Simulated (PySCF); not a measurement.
Radial density of Se+ (selenium, charge +1)

UHF, [Ar] 3d10 4s2 4p3, high-spin 4S determinant. Calculation: PySCF 2.14, in Sapporo-DKH3-DZP-2012; the spin-free X2C one-electron Hamiltonian (Gaussian nucleus).

```csv
r (bohr),4πr²ρ (e/bohr),4πr²(ρα − ρβ)
0.000843,0.4106,0.0000
0.00142,1.005,0.0000
0.00238,2.413,-0.0001
0.00401,5.526,-0.0001
0.00674,11.92,-0.0002
0.0113,22.94,0.0002
0.0191,36.24,0.0028
0.0321,42.01,0.0161
0.0540,35.31,0.0586
0.0908,39.73,0.1174
0.153,48.79,0.0491
0.257,28.08,0.0120
0.432,32.53,0.2736
0.727,19.69,-0.0192
1.22,4.689,1.0113
2.06,2.626,1.6054
3.46,0.3976,0.3161
5.82,0.004897,0.0044
```

Densities and radii are taken from the X2C orbitals without a picture-change correction, which distorts them close to the nucleus.

Problem. Where is the radial spin density 4πr²(ρα − ρβ) most negative, and why is it negative at all?

Solution. Around r = 0.727 bohr, down to -0.0192 e/bohr: exchange with the open shell polarises the paired shells in an unrestricted calculation.
